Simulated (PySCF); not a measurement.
Selenium: a sound run and one with changed settings

Sound run: Se⁺ [Ar] 3d10 4s2 4p3, Se²⁺ [Ar] 3d10 4s2 4p2. Computed with PySCF 2.14 in Sapporo-DKH3-DZP-2012 (6s5p3d1f, 43 functions), with scalar relativity by spin-free X2C-1e. In the sound run the correlated levels freeze [Ar] 3d10. The sound run starts from symmetry-adapted Hartree-Fock orbitals and uses a fine grid where one is needed.

Changed run: a valence shell is frozen. This setting is unsound on purpose.

```json
{"species": "Se⁺", "method": "MP2", "sound run (hartree)": "-2427.75699", "changed run (hartree)": "-2427.71250", "converged": "yes"}
{"species": "Se⁺", "method": "CCSD(T)", "sound run (hartree)": "-2427.77246", "changed run (hartree)": "-2427.71730", "converged": "yes"}
{"species": "Se²⁺", "method": "MP2", "sound run (hartree)": "-2426.97497", "changed run (hartree)": "-2426.93527", "converged": "yes"}
{"species": "Se²⁺", "method": "CCSD(T)", "sound run (hartree)": "-2426.99186", "changed run (hartree)": "-2426.93722", "converged": "yes"}
```

Ionisation energy of Se⁺:

```json
{"method": "UHF", "sound run (eV)": "20.894", "changed run (eV)": "20.894"}
{"method": "MP2", "sound run (eV)": "21.280", "changed run (eV)": "21.150"}
{"method": "SCS-MP2", "sound run (eV)": "21.154", "changed run (eV)": "20.979"}
{"method": "CCSD", "sound run (eV)": "21.236", "changed run (eV)": "21.227"}
{"method": "CCSD(T)", "sound run (eV)": "21.241", "changed run (eV)": "21.227"}
```

Freezing a valence shell removes pair correlation that changes on ionisation.

For comparison, NIST gives 21.196 ± 0.01 eV between the lowest levels.
